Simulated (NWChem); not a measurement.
Program: NWChem. System: HClPbS, charge 0, spin multiplicity 1, at a geometry optimised with PBE0/def2-SVP with def2 effective core potentials on Pb. The structure started from a generated list of species. Level: PBE/def2-QZVP with def2 effective core potentials on Pb.

Input file:

```
start mol
memory heap 200 mb stack 900 mb global 1100 mb
geometry units angstroms nocenter noautoz
  Pb    -0.232526     0.427245     0.000000
  Cl    -1.124382    -1.892593     0.000000
  S      2.221896    -0.244147     0.000000
  H      2.631301     1.046386     0.000000
  symmetry group Cs
end
basis spherical
  * library def2-qzvp
end
ecp
  Pb library def2-ecp
end
dft
  xc xpbe96 cpbe96
  semidirect memsize 60000000 filesize 0
  iterations 100
end
task dft energy
```

Output (cleaned and shortened):

```
             Northwest Computational Chemistry Package (NWChem) 7.3.0
             --------------------------------------------------------

                                NWChem Input Module
                                -------------------

 Scaling coordinates for geometry "geometry" by  1.889725989
 (inverse scale =  0.529177249)

 Turning off AUTOSYM since
 SYMMETRY directive was detected!

                             Geometry "geometry" -> ""
                             -------------------------

 Output coordinates in angstroms (scale by  1.889725989 to convert to a.u.)

  No.       Tag          Charge          X              Y              Z
 ---- ---------------- ---------- -------------- -------------- --------------
    1 Pb                  82.0000    -0.23252600     0.42724500     0.00000000
    2 Cl                  17.0000    -1.12438200    -1.89259300     0.00000000
    3 S                   16.0000     2.22189600    -0.24414700     0.00000000
    4 H                    1.0000     2.63130100     1.04638600     0.00000000

 Effective nuclear repulsion energy (a.u.)     631.1874613143

            Nuclear Dipole moment (a.u.)
            ----------------------------
        X                 Y               Z
 ---------------- ---------------- ----------------
     0.0000207870     0.0000812582     0.0000000000

      Symmetry information
      --------------------

 Group name             Cs
 Group number              2
 Group order               2
 No. of unique centers     4

      Symmetry unique atoms

     1    2    3    4


 Summary of "ao basis" -> "" (spherical)
 ------------------------------------------------------------------------------
       Tag                 Description            Shells   Functions and Types
 ---------------- ------------------------------  ------  ---------------------
 *                         def2-qzvp                  on all atoms

 Summary of "ao basis" -> "ao basis" (spherical)
 ------------------------------------------------------------------------------
       Tag                 Description            Shells   Functions and Types
[...]
              MO Center=  1.8D+00, -2.6D-01,  4.8D-14, r^2= 2.8D+00
   Bfn.  Coefficient  Atom+Function         Bfn.  Coefficient  Atom+Function
  ----- ------------  ---------------      ----- ------------  ---------------
   176      0.400295  3 S  pz               173      0.331917  3 S  pz
   164     -0.240965  3 S  pz               179      0.209459  3 S  pz
   106     -0.118502  2 Cl pz               103     -0.114227  2 Cl pz
   170      0.101840  3 S  pz                19      0.100262  1 Pb pz
    22      0.082807  1 Pb pz                94      0.079614  2 Cl pz

 Vector   29  Occ=0.000000D+00  E=-1.289022D-01  Symmetry=a"
              MO Center= -6.6D-02,  3.4D-01,  4.2D-16, r^2= 4.2D+00
   Bfn.  Coefficient  Atom+Function         Bfn.  Coefficient  Atom+Function
  ----- ------------  ---------------      ----- ------------  ---------------
    22      0.496836  1 Pb pz                19      0.392140  1 Pb pz
    10     -0.299529  1 Pb pz                25      0.191851  1 Pb pz
   176     -0.151851  3 S  pz               179     -0.150914  3 S  pz
   173     -0.144134  3 S  pz               103     -0.116791  2 Cl pz
   109     -0.109204  2 Cl pz               106     -0.104554  2 Cl pz

 Vector   30  Occ=0.000000D+00  E=-6.648062D-02  Symmetry=a'
              MO Center= -1.8D-01,  5.2D-01, -3.9D-14, r^2= 5.8D+00
   Bfn.  Coefficient  Atom+Function         Bfn.  Coefficient  Atom+Function
  ----- ------------  ---------------      ----- ------------  ---------------
     6      0.437832  1 Pb s                 24     -0.409647  1 Pb py
    21     -0.339191  1 Pb py                 7     -0.332905  1 Pb s
    18     -0.325499  1 Pb py                 9      0.223367  1 Pb py
   102     -0.180690  2 Cl py               105     -0.179294  2 Cl py
    20     -0.174008  1 Pb px                23     -0.166561  1 Pb px

 Vector   31  Occ=0.000000D+00  E=-5.433509D-02  Symmetry=a'
              MO Center= -5.5D-02,  4.7D-01,  1.8D-13, r^2= 6.7D+00
   Bfn.  Coefficient  Atom+Function         Bfn.  Coefficient  Atom+Function
  ----- ------------  ---------------      ----- ------------  ---------------
    23      0.484510  1 Pb px                 6      0.471897  1 Pb s
    20      0.455759  1 Pb px               177      0.364275  3 S  px
   161     -0.360507  3 S  s                 17      0.314671  1 Pb px
     8     -0.216760  1 Pb px               174      0.210582  3 S  px
   171      0.182412  3 S  px                 3     -0.169775  1 Pb s

 center of mass
 --------------
 x =  -0.09579810 y =   0.10905745 z =   0.00000000

 moments of inertia (a.u.)
 ------------------
         590.329797540134        -142.808128806750           0.000000000000
        -142.808128806750         784.073685823481           0.000000000000
           0.000000000000           0.000000000000        1374.403483363615

     Multipole analysis of the density
     ---------------------------------

     L   x y z        total         alpha         beta         nuclear
     -   - - -        -----         -----         ----         -------
     0   0 0 0      0.000000    -28.000000    -28.000000     56.000000

     1   1 0 0     -0.206441    -13.285544    -13.285544     26.364646
     1   0 1 0      1.715745     25.079111     25.079111    -48.442478
     1   0 0 1     -0.000000     -0.000000     -0.000000      0.000000

     2   2 0 0    -43.458843   -215.628198   -215.628198    387.797553
     2   1 1 0     -0.412623    -50.315850    -50.315850    100.219076
     2   1 0 1     -0.000000     -0.000000     -0.000000      0.000000
     2   0 2 0    -41.837257   -140.472381   -140.472381    239.107505
     2   0 1 1      0.000000      0.000000      0.000000      0.000000
     2   0 0 2    -39.270800    -19.635400    -19.635400      0.000000

 Task  times  cpu:      166.5s     wall:      166.5s

 Total times  cpu:      166.5s     wall:      166.5s
```
